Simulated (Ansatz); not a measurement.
`[CH3][InH][C]#N` + `[SiH3]OP` → `[CH3][InH][PH2]` + `N#CO[SiH3]`  (redistribution)

Computed with Ansatz on PBE0-D4/def2-TZVP structures; ΔE is electronic, products minus reactants. CCSD(T)/CBS is the MP2 limit (def2-TZVPP, def2-QZVPP) plus CCSD(T) − MP2 in def2-TZVPP, frozen cores. DFT in def2-TZVPP. def2 core potentials past Kr. For In outer-core shells are correlated without core-valence functions, which leaves a few kJ/mol of doubt a bond. One conformer a species, not always the lowest.

`[CH3][InH][C]#N`:

Cartesian coordinates in Å:
```
C -1.140 -0.820 -0.203
In 0.343 0.670 -0.548
C 1.791 0.787 1.035
N 2.558 0.831 1.897
H -0.650 -1.785 -0.064
H -1.849 -0.887 -1.026
H -1.676 -0.581 0.718
H 0.623 1.786 -1.809
```

`[SiH3]OP`:

Cartesian coordinates in Å:
```
Si -1.156 0.428 -0.415
O 0.459 0.120 -0.277
P 1.268 -0.593 0.965
H -1.878 -0.790 -0.864
H -1.298 1.498 -1.428
H -1.710 0.870 0.892
H 2.475 0.157 0.871
H 1.840 -1.690 0.256
```

`[CH3][InH][PH2]`:

Z-matrix (Å, degrees):
```
C
In 1 2.153
H 1 1.090 2 111.2
H 1 1.091 2 110.4 3 -121.7
H 1 1.093 2 109.1 3 119.8
P 2 2.500 1 119.4 3 -11.5
H 2 1.730 1 122.5 3 164.7
H 6 1.420 2 94.1 1 -137.8
H 6 1.421 2 94.0 1 -43.2
```

`N#CO[SiH3]`:

Cartesian coordinates in Å:
```
N 0.406 1.798 2.018
C -0.005 1.323 1.050
O -0.478 0.823 -0.026
Si -0.053 -0.703 -0.637
H -0.845 -0.806 -1.876
H 1.404 -0.710 -0.892
H -0.430 -1.725 0.363
```

```tsv
level	ΔE (eV)
PBE-D4	0.34
r2SCANh-D4	0.50
r2SCAN0-D4	0.52
HF/def2-QZVPP	0.93
```

What does CCSD(T)/CBS give? (An estimate is asked.)

Computed: +0.74 eV. The listed levels differ from it by -0.40, -0.24, -0.22, 0.19 eV.

Largest T1 diagnostic among the species: 0.014.

From r2SCAN to r2SCAN0 (25 % exact exchange), in def2-TZVPP and without D4, ΔE moves by +0.04 eV. In def2-TZVPP, CCSD(T) changes the Hartree–Fock value by −0.17 eV (the triples alone add −0.04 eV) and MP2 by −0.18 eV.
